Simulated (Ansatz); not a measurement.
Geometry optimisation, DFT PBE, scalar-relativistic, plane waves, PAW in Ansatz 0.2.0.

The input (input.yaml):

```yaml
crystal:
  lattice:
    - [7.67918, 0.0, 0.0]
    - [0.0, 7.67918, 0.0]
    - [0.0, 0.0, 18.254362]
  atoms:
    - { symbol: H, position: [0.409392, 0.0, 0.0547814] }
    - { symbol: H, position: [0.090608, 0.0, 0.0547814] }
    - { symbol: H, position: [0.909392, 0.0, 0.0547814] }
    - { symbol: H, position: [0.590608, 0.0, 0.0547814] }
    - { symbol: H, position: [0.409392, 0.5, 0.0547814] }
    - { symbol: H, position: [0.090608, 0.5, 0.0547814] }
    - { symbol: H, position: [0.909392, 0.5, 0.0547814] }
    - { symbol: H, position: [0.590608, 0.5, 0.0547814] }
    - { symbol: Si, position: [0.25, 0.0, 0.1021948] }
    - { symbol: Si, position: [0.75, 0.0, 0.1021948] }
    - { symbol: Si, position: [0.25, 0.5, 0.1021948] }
    - { symbol: Si, position: [0.75, 0.5, 0.1021948] }
    - { symbol: Si, position: [0.25, 0.25, 0.1765605] }
    - { symbol: Si, position: [0.75, 0.25, 0.1765605] }
    - { symbol: Si, position: [0.25, 0.75, 0.1765605] }
    - { symbol: Si, position: [0.75, 0.75, 0.1765605] }
    - { symbol: Si, position: [0.0, 0.25, 0.2509263] }
    - { symbol: Si, position: [0.5, 0.25, 0.2509263] }
    - { symbol: Si, position: [0.0, 0.75, 0.2509263] }
    - { symbol: Si, position: [0.5, 0.75, 0.2509263] }
    - { symbol: Si, position: [0.0, 0.0, 0.3252921] }
    - { symbol: Si, position: [0.5, 0.0, 0.3252921] }
    - { symbol: Si, position: [0.0, 0.5, 0.3252921] }
    - { symbol: Si, position: [0.5, 0.5, 0.3252921] }
    - { symbol: Si, position: [0.25, 0.0969069, 0.3974666] }
    - { symbol: Si, position: [0.75, 0.0969069, 0.3974666] }
    - { symbol: Si, position: [0.25, 0.4030931, 0.3777453] }
    - { symbol: Si, position: [0.75, 0.4030931, 0.3777453] }
    - { symbol: H, position: [0.25, 0.4689802, 0.4521857] }
    - { symbol: H, position: [0.75, 0.4689802, 0.4521857] }
    - { symbol: Cl, position: [0.5105655, 0.7708821, 0.477933] }
    - { symbol: Cl, position: [0.7658834, 0.7194611, 0.4806721] }
basis:
  ecutwfc: 420.0
kpoints:
  mp_grid: { grid: [2, 2, 1] }
hamiltonian:
  xc: pbe
  pseudopotentials: { kind: paw, azcp: { folder: soft_1 } }
scf:
  occupations: { method: fermi_dirac, width: 0.02 }
  lower_state_search: "off"
relax:
  f_tol: 0.03
  max_steps: 60
  adjacent_minimum: "off"
  constraints: [{ sites: [0, 1, 2, 3, 4, 5, 6, 7, 8, 9, 10, 11] }]
output:
  write_density: true
  write_potential: true
  elf: true
  volumetric_format: npy
```

Run as:

```bash
$ ansatz run input.yaml --threads 2 --pin off --max-ram 5120MiB --backend cpu --events-out ev --progress --plain --runs-dir out
```

Question: Where does it end, and by what steps?

Answer: The forces met the threshold. Limits of this set-up: coarse k mesh, thin slab, slab without dipole correction, no dispersion correction for a molecule that may bind weakly. After 16 steps the energy has fallen by 7.231 eV; Cl31 moved furthest, 2.66 Å. Parted: Cl31–Cl32. Joined: Si25–Cl31, Si26–Cl32.

```
step  energy less start (eV)  largest force component (eV/Å)  accepted
   0                  0.0000                           1.880       yes
   1                 -1.0778                           1.318       yes
   2                 -1.8257                           1.024       yes
   3                 -2.3275                           1.116       yes
   4                 -2.8131                           1.471       yes
   5                 -3.4417                           1.796       yes
   6                 -4.2220                           1.871       yes
   7                 -5.0077                           1.581       yes
   8                 -5.8714                           1.319       yes
   9                 -6.2951                           1.107       yes
  10                 -6.5965                           0.629       yes
  11                 -6.8012                           0.470       yes
  12                 -6.9601                           0.340       yes
  13                 -7.0880                           0.240       yes
  14                 -7.1741                           0.155       yes
  15                 -7.2211                           0.067       yes
  16                 -7.2306                           0.028       yes
```

```xyz
32
Lattice="7.6792 0.0000 0.0000 0.0000 7.6792 0.0000 0.0000 0.0000 18.2544" Properties=species:S:1:pos:R:3
H 3.144 0.000 1.000
H 0.696 0.000 1.000
H 6.983 0.000 1.000
H 4.535 0.000 1.000
H 3.144 3.840 1.000
H 0.696 3.840 1.000
H 6.983 3.840 1.000
H 4.535 3.840 1.000
Si 1.920 0.000 1.866
Si 5.759 0.000 1.866
Si 1.920 3.840 1.866
Si 5.759 3.840 1.866
Si 1.922 1.920 3.165
Si 5.762 1.920 3.165
Si 1.919 5.758 3.277
Si 5.759 5.759 3.277
Si 0.002 1.930 4.488
Si 3.842 1.930 4.488
Si -0.001 5.754 4.690
Si 3.839 5.754 4.689
Si -0.003 0.089 5.953
Si 3.837 0.089 5.952
Si -0.002 3.750 5.975
Si 3.838 3.750 5.975
Si 1.917 0.722 7.167
Si 5.756 0.721 7.167
Si 1.918 3.143 7.195
Si 5.757 3.142 7.196
H 1.916 3.640 8.610
H 5.756 3.639 8.611
Cl 1.925 7.631 9.109
Cl 5.761 7.625 9.107
```

Whether the end is a true minimum wasn't checked by a vibrational analysis.

Time of the run: 3.9 min on 2 threads of Arm Neoverse V1 (shared host), peak memory 1.5 GiB.
